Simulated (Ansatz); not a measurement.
`F[SiH](F)[Si](F)(F)F` + H₂O → `O[Si](F)(F)F` + `F[SiH2]F` at 700 K and 1 bar (formal hydrolysis of the Si–Si bond).

Program: Ansatz. Geometries: PBE0-D4/def2-TZVP. ΔE: electronic, gas phase. CCSD(T)/CBS is the MP2 limit (def2-TZVPP, def2-QZVPP) plus CCSD(T) − MP2 in def2-TZVPP, frozen cores. This one scheme is used for every species. Each species was taken in one conformer, which may not be the lowest.

```csv
species,CCSD(T)/CBS energy (Eh),H − E (kJ/mol),S (J/(mol·K))
`F[SiH](F)[Si](F)(F)F`,-1078.06481,148.7,514.9
H₂O,-76.37941,80.5,218.4
`O[Si](F)(F)F`,-664.50577,120.5,401.6
`F[SiH2]F`,-489.99391,100.9,321.6
```

H − E and S are ideal-gas, rigid-rotor, harmonic terms from PBE0-D4/def2-TZVP, for one conformer and one mirror image of each species. 1 Eh = 2625.50 kJ/mol, R = 8.31446 J/(mol·K).

Task: By hand: ΔE, ΔH, ΔS and ΔG.

Result: ΔE = (-664.50577) + (-489.99391) − (-1078.06481) − (-76.37941) = -0.05546 Eh = -145.6 kJ/mol. Δ(H − E) = 120.5 + 100.9 − 148.7 − 80.5 = -7.8, so ΔH = -153.4 kJ/mol. ΔS = 401.6 + 321.6 − 514.9 − 218.4 = -10.1 J/(mol·K). ΔG = -153.4 − 700 × (-10.1)/1000 = -146.3 kJ/mol.

Task: By hand: the equilibrium constant, and the temperature at which ΔG would vanish if ΔH and ΔS stayed fixed.

Result: log₁₀ K = −ΔG/(RT ln 10) = 10.9. ΔG = 0 at ΔH/ΔS = 15188 K, far beyond where these terms or the molecules hold.

The number of gas molecules stays the same, so ΔS is small and ΔH decides. A doubt of 5 kJ/mol in ΔE shifts log₁₀ K by 0.4 here. Other conformers and mirror images would add mixing entropy, several J/(mol·K) or more a flexible species. Modes under 60 cm⁻¹, often nearly free rotors, make the harmonic entropy too high. These are equilibria of isolated gas molecules and say nothing of rates. Largest T1 diagnostic: 0.013 (customary marks: 0.02 for closed shells, 0.045 for open ones).
